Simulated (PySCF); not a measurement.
Several molecules and their computed UV-vis stick spectra, shuffled. The calculation used PySCF 2.14.0, density-fitted response routines, TDDFT CAM-B3LYP/def2-SVPD, vertical, gas phase, core orbitals frozen in the response. Geometries: GFN2-xTB; one conformer of each isolated species. Triplets are in the Tamm–Dancoff approximation.

A. `C#CC(=C=S)[SiH2]CC`
B. `C=C[Si@@H](Cl)[SiH2]F`
C. `FC[C@H]([SiH3])C(Cl)Cl`

Lowest singlet levels (six at most, fewer where fewer were computed) with oscillator strengths:

1. 175 nm (f 0.007); 175 nm (f 0.007); 169 nm (f 0.004); 163 nm (f 0.007); 154 nm (f 0.010); 150 nm (f 0.000); T1 6.38 eV
2. 489 nm (f 0.000); 263 nm (f 0.075); 226 nm (f 0.199); 225 nm (f 0.003); 220 nm (f 0.001); 217 nm (f 0.005); T1 2.25 eV
3. 207 nm (f 0.007); 190 nm (f 0.004); 184 nm (f 0.102); 180 nm (f 0.015); 175 nm (f 0.016); 171 nm (f 0.206); T1 4.33 eV

Question: Which spectrum belongs to which structure?

Answer: 1 = C, 2 = A, 3 = B.
- A: S1 at 2.53 eV, HOMO→LUMO (96%); Löwdin shares by element: HOMO carbon 50% or more, sulfur 34% (atoms not listed hold the other 17%); LUMO carbon 48% or more, sulfur 39%, silicon 6%; HOMO -7.55 and LUMO -1.13 eV.
- B: S1 at 5.99 eV, HOMO→LUMO (78%), HOMO-1→LUMO (16%); Löwdin shares by element: HOMO carbon 41%, chlorine 14%, silicon 14% or more (atoms not listed hold the other 31%); LUMO silicon 50%, chlorine 12%, hydrogen 7% or more (atoms not listed hold the other 32%); HOMO -9.50 and LUMO -0.23 eV.
- C: S1 at 7.09 eV, HOMO→LUMO (54%), HOMO-1→LUMO (20%); Löwdin shares by element: HOMO chlorine 85%, silicon 4%; LUMO chlorine 60%, carbon 19% or more (atoms not listed hold the other 21%); HOMO -10.14 and LUMO 0.75 eV.
